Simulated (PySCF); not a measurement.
Job file and geometry (Å, from GFN2-xTB) of an NMR shielding run on `C(B(NB)SC(C)C)C#C`, C$_{6}$H$_{13}$B$_{2}$NS, PySCF 2.14.0, density-fitted response routines, GIAO PBE0/pcSseg-1 NMR shielding, non-relativistic, gas phase; density fitting, a coarse starting grid and PySCF grid level 2 are the driver's defaults:

```
$ OMP_NUM_THREADS=1 python probes_run.py task.json out

{"job": {"kind": "nmr", "xc": "PBE0", "basis": "pcSseg-1"}, "charge": 0, "multiplicity": 1}
B     -2.060593     1.918403     0.894724
N     -0.994661     1.044169     0.622502
B     -0.812193     0.123014    -0.446596
C     -1.955152    -0.157258    -1.527904
C     -2.957333    -1.030721    -0.946443
C     -3.757613    -1.763427    -0.441095
S      0.688347    -0.841245    -0.644310
C      1.814000    -0.380767     0.756938
C      2.848268    -1.485766     0.903018
C      2.465142     0.966325     0.484807
H     -2.001670     2.581613     1.858987
H     -2.965895     1.987281     0.161452
H     -0.247462     1.073411     1.303903
H     -2.449828     0.762381    -1.847749
H     -1.553833    -0.649677    -2.418304
H     -4.476316    -2.401445    -0.020985
H      1.196095    -0.342777     1.659235
H      3.434044    -1.572904    -0.008805
H      3.518511    -1.263946     1.731518
H      2.361019    -2.439602     1.089370
H      1.721551     1.746550     0.332803
H      3.099426     1.249621     1.323639
H      3.081393     0.903750    -0.409509
```

Task: What does the program print?

Result: 
```
coarse grid: 19440 points
cycle   1  E = -738.3821079145  dE =  1.069e+00  |g| = 5.295e-01  |ddm| = 4.305e+00
cycle   2  E = -738.3891172399  dE = -7.009e-03  |g| = 5.305e-01  |ddm| = 1.066e+00
cycle   3  E = -738.4552254673  dE = -6.611e-02  |g| = 8.187e-02  |ddm| = 4.478e-01
cycle   4  E = -738.4564334063  dE = -1.208e-03  |g| = 3.775e-02  |ddm| = 8.935e-02
cycle   5  E = -738.4567228385  dE = -2.894e-04  |g| = 1.250e-02  |ddm| = 3.301e-02
cycle   6  E = -738.4567529363  dE = -3.010e-05  |g| = 5.667e-03  |ddm| = 1.174e-02
cycle   7  E = -738.4567604532  dE = -7.517e-06  |g| = 1.239e-03  |ddm| = 4.676e-03
final grid: 182240 points
cycle   8  E = -738.5157314152  dE = -6.596e-05  |g| = 1.101e-02  |ddm| = 5.007e-02
cycle   9  E = -738.5157153763  dE =  1.604e-05  |g| = 1.371e-02  |ddm| = 2.068e-02
cycle  10  E = -738.5157609897  dE = -4.561e-05  |g| = 1.491e-03  |ddm| = 1.244e-02
cycle  11  E = -738.5157615268  dE = -5.371e-07  |g| = 3.108e-04  |ddm| = 1.626e-03
cycle  12  E = -738.5157615418  dE = -1.499e-08  |g| = 1.699e-04  |ddm| = 3.229e-04
cycle  13  E = -738.5157615480  dE = -6.186e-09  |g| = 6.634e-05  |ddm| = 1.580e-04
cycle  14  E = -738.5157615491  dE = -1.073e-09  |g| = 1.441e-05  |ddm| = 6.251e-05
cycle  15  E = -738.5157615491  dE = -4.184e-11  |g| = 3.834e-06  |ddm| = 1.378e-05
converged SCF energy = -738.5157615491

GIAO shielding tensors (ppm)
atom      isotropic    diamagn.    paramagn.     s11        s22        s33       span
  0 B       54.820     194.911    -140.091     12.282     28.998    123.181    110.899
  1 N       95.199     326.367    -231.168    -54.875     96.573    243.898    298.773
  2 B       52.810     193.923    -141.112      9.795     43.556    105.080     95.285
  3 C      177.014     251.371     -74.357    162.501    176.173    192.369     29.869
  4 C       99.894     262.658    -162.764      1.052      5.505    293.124    292.071
  5 C      113.225     258.553    -145.328     39.745     43.353    256.576    216.831
  6 S      420.328    1062.905    -642.577    248.083    446.816    566.085    318.003
  7 C      145.944     253.626    -107.683    125.803    148.032    163.996     38.194
  8 C      161.424     246.565     -85.141    143.458    154.330    186.484     43.026
  9 C      158.900     249.586     -90.686    138.809    153.244    184.647     45.839
 10 H       26.386      29.693      -3.307     24.666     26.269     28.225      3.560
 11 H       26.162      30.582      -4.420     23.342     25.841     29.303      5.961
 12 H       24.794      36.219     -11.425     19.083     25.076     30.223     11.139
 13 H       29.198      27.705       1.493     25.533     26.921     35.141      9.608
 14 H       29.596      28.872       0.725     25.101     29.166     34.522      9.421
 15 H       30.540      34.938      -4.398     25.143     25.216     41.260     16.118
 16 H       28.619      36.271      -7.652     24.748     28.586     32.524      7.776
 17 H       30.366      30.263       0.102     26.691     28.620     35.785      9.094
 18 H       30.330      28.725       1.605     25.646     27.532     37.810     12.164
 19 H       30.055      30.149      -0.094     25.041     28.323     36.801     11.760
 20 H       30.219      32.445      -2.226     24.737     30.818     35.102     10.365
 21 H       30.389      30.436      -0.046     25.980     27.159     38.029     12.048
 22 H       30.444      31.569      -1.125     27.402     28.328     35.601      8.199
```

Size and cost of the density-fitted run: 242 basis functions, 70 s wall time on 1 thread of an Arm Neoverse V2, shared host; peak memory 1.1 GiB.
